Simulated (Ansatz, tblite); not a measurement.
Spin states of TaS3⁻, each relaxed with PBE-D4/def2-SVPD in Ansatz. Electronic energies in the gas phase.

In the def2 sets Ta takes a core potential; there is no spin–orbit coupling. The xTB rows come from tblite. LC-ωPBE has ω = 0.4 bohr⁻¹. HSE06 is defined as in plane-wave codes, on full-range PBE exchange. Correlated methods freeze 15 core orbitals; core or outer-core shells of Ta are correlated, in sets that lack core-valence functions. The structure comes from a short search, and lower isomers may exist.

Singlet geometry (C3v within 0.1 Å):

Cartesian coordinates in Å:
```
Ta 0.309 -0.417 -0.097
S 1.494 1.084 1.068
S -1.459 -1.113 1.086
S -0.344 0.445 -2.056
```

Triplet geometry (C3v within 0.1 Å):

Cartesian coordinates in Å:
```
Ta -0.153 0.036 -0.007
S -0.474 -2.216 0.148
S 0.262 1.232 1.889
S 0.364 0.948 -2.031
```

Quintet geometry (Cs within 0.1 Å):

Cartesian coordinates in Å:
```
Ta 0.296 -0.267 -0.749
S -0.125 1.908 0.229
S 1.255 0.043 1.453
S -1.426 -1.684 -0.933
```

Only these spin states were relaxed.

Second-order perturbation terms are unreliable where d shells bring near-degenerate states, and here MP2/def2-TZVPD lies more than 0.4 eV from the median of the functionals without such a term.

```
               level  triplet − singlet (kJ/mol)  quintet − singlet (kJ/mol)  lowest of these                                   remarks
            GFN1-xTB                       132.9                       376.9          singlet                                         –
            GFN2-xTB                        61.6                       288.4          singlet                                         –
       HF/def2-TZVPD                         2.5                       231.2          singlet  test for broken spin undecided (singlet)
   PBE-D4/def2-TZVPD                        74.9                       360.4          singlet                 HOMO above zero (quintet)
  BLYP-D4/def2-TZVPD                        66.6                       361.4          singlet                 HOMO above zero (quintet)
r2SCAN-D4/def2-TZVPD                        64.6                       352.8          singlet                                         –
  PBE0-D4/def2-TZVPD                        77.6                       358.4          singlet                                         –
 HSE06-D4/def2-TZVPD                        77.1                       358.2          singlet                                         –
 BHLYP-D4/def2-TZVPD                        67.4                       351.1          singlet                                         –
  LC-ωPBE/def2-TZVPD                        86.8                       359.9          singlet                                         –
   B2PLYP/def2-TZVPD                        94.5                       395.0          singlet  test for broken spin undecided (singlet)
  RPA@PBE/def2-TZVPD                        60.9                       360.4          singlet                                         –
      MP2/def2-TZVPD                       170.2                       491.2          singlet  test for broken spin undecided (singlet)
```

| state | donor atoms | mean metal–ligand distance (Å) | range (Å) | Mulliken spin on the metal (PBE0) |
| --- | --- | --- | --- | --- |
| singlet | 3 | 2.238 | 2.24–2.24 | 0 |
| triplet | 3 | 2.280 | 2.28–2.28 | 1.05 |
| quintet | 3 | 2.360 | 2.24–2.42 | 2.06 |

⟨S²⟩ at PBE0-D4/def2-TZVPD: singlet 0.00 (pure 0.00), triplet 2.03 (pure 2.00), quintet 6.02 (pure 6.00).

Change of the quintet − singlet gap on mixing in exact exchange, in kJ/mol: PBE to PBE0 (25 % exact exchange) -1.9; BLYP to BHLYP (50 % exact exchange) -10.3.

The xTB methods have no spin-polarisation term.
